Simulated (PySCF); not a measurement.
# Ionisation energy of Ba⁴³⁺ by level of theory

Ba⁴³⁺ [Ne] 3s2 3p1 (2P) → Ba⁴⁴⁺ [Ne] 3s2 (1S), as a difference of total energies. Calculation: PySCF 2.14, in an even-tempered Gaussian basis (19 s from 8 bohr⁻², ratio 2.2; 12 p from 10 bohr⁻², ratio 2.2; 5 d from 42 bohr⁻², ratio 2.4; 4 f from 63 bohr⁻², ratio 2.4; 4 g from 94 bohr⁻², ratio 2.4); the non-relativistic Hamiltonian (point nucleus). Correlated levels: outer shells: 1s2 frozen; virtual orbitals above 40 to 60 times the deepest correlated orbital energy dropped. The calculations carry no spin-orbit coupling.

```csv
method,ionisation energy (eV)
UHF,3237.5
LDA,3239.5
PBE,3240.4
PBE0,3240.0
r2SCAN,3239.6
PBEsol,3239.6
PW91,3241.2
MP2 (outer shells),3237.8
SCS-MP2 (outer shells),3237.6
```

A first-order spin-orbit estimate (lowest level to lowest level, LS coupling) adds 50.109 eV.

The gap to the reference is mostly relativistic.

First order in ζ underestimates the shift of j = l − 1/2 levels at high Z.

For comparison: 3363 ± 4 eV (theoretical estimate listed by NIST; NIST Atomic Spectra Database, ionization energies).
